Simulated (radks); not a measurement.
Results of a calculation; reference values are marked as such.
Q: The mean radii <r> (bohr) of the occupied orbitals of an atom or ion are listed with their occupations. Code: a radial shooting solver on a logarithmic mesh with Libxc functionals. Model: Dirac Kohn-Sham, PBE, spin-unpolarised, spherical densities, finite nucleus; Fermi nuclear charge, rms radius of each element as measured or else 0.836 A^(1/3) + 0.57 fm.

| orbital | occ. | <r> |
|---|---|---|
| 1s1/2 | 2 | 0.01687 |
| 2s1/2 | 2 | 0.07047 |
| 2p1/2 | 2 | 0.05798 |
| 2p3/2 | 4 | 0.06653 |
| 3s1/2 | 2 | 0.1833 |
| 3p1/2 | 2 | 0.1736 |
| 3p3/2 | 4 | 0.1893 |
| 3d3/2 | 4 | 0.1648 |
| 3d5/2 | 6 | 0.1696 |
| 4s1/2 | 2 | 0.4070 |
| 4p1/2 | 2 | 0.4094 |
| 4p3/2 | 4 | 0.4434 |
| 4d3/2 | 4 | 0.4519 |
| 4d5/2 | 6 | 0.4630 |
| 5s1/2 | 2 | 0.9250 |
| 4f5/2 | 6 | 0.4948 |
| 4f7/2 | 8 | 0.5018 |
| 5p1/2 | 2 | 0.9970 |
| 5p3/2 | 4 | 1.090 |
| 5d3/2 | 3.2 | 1.409 |
| 5d5/2 | 4.8 | 1.454 |

Name the element and its charge. Open shells, if any, are shared by 2j + 1.

A: Z = 79, gold, charge +3: Au3+ in [Xe] 4f14 5d8. The 1s radius gives Z: for a bare nucleus <r> = (2 gamma + 1)/(2Z) with gamma = sqrt(1 - (Z/c)^2), 0.01667 bohr for Z = 79, and screening makes it slightly larger (0.01687 here). The occupations add up to 76, and the charge is Z minus that.
